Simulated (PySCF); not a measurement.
C5H5F3SSi, SMILES FC(F)(c1ccc([SiH3])s1)F, GFN2-xTB optimised geometry.

```
15

F     -2.34    -2.38    -1.04
C     -1.49    -2.36     0.01
F     -2.27    -2.43     1.11
F     -0.81    -3.51    -0.04
C     -0.60    -1.18     0.00
C      0.77    -1.18     0.00
C      1.29     0.12     0.00
C      0.34     1.10     0.00
Si     0.57     2.97     0.00
S     -1.25     0.42     0.00
H      1.36    -2.08     0.00
H      2.34     0.34     0.00
H      2.01     3.21     0.02
H     -0.05     3.51    -1.21
H     -0.07     3.51     1.20
```

Density from B3LYP/def2-TZVP in PySCF at that geometry.

Minimum of the electron density along straight lines between bonded atoms, close to the bond critical point (lines longer than 1.1 times the sum of covalent radii, or with two minima, are not listed):

| bond | length / Å | ρ at the minimum / e bohr⁻³ | ∇²ρ there / e bohr⁻⁵ | position (fraction from the first atom) |
|---|---|---|---|---|
| F1–C2 | 1.346 | 0.284 | -0.56 | 0.65 |
| C2–F3 | 1.348 | 0.283 | -0.57 | 0.35 |
| C2–F4 | 1.342 | 0.286 | -0.53 | 0.34 |
| C2–C5 | 1.484 | 0.284 | -0.82 | 0.53 |
| C5–C6 | 1.365 | 0.331 | -0.97 | 0.52 |
| C6–C7 | 1.406 | 0.310 | -0.91 | 0.50 |
| C7–C8 | 1.366 | 0.331 | -0.97 | 0.49 |
| C8–Si9 | 1.883 | 0.116 | 0.21 | 0.61 |
| C5–S10 | 1.726 | 0.214 | -0.44 | 0.49 |
| C8–S10 | 1.729 | 0.213 | -0.42 | 0.47 |
| C6–H11 | 1.075 | 0.292 | -1.07 | 0.65 |
| C7–H12 | 1.075 | 0.292 | -1.06 | 0.65 |
| Si9–H13 | 1.462 | 0.126 | 0.18 | 0.49 |
| Si9–H14 | 1.463 | 0.126 | 0.18 | 0.49 |
| Si9–H15 | 1.462 | 0.126 | 0.18 | 0.49 |
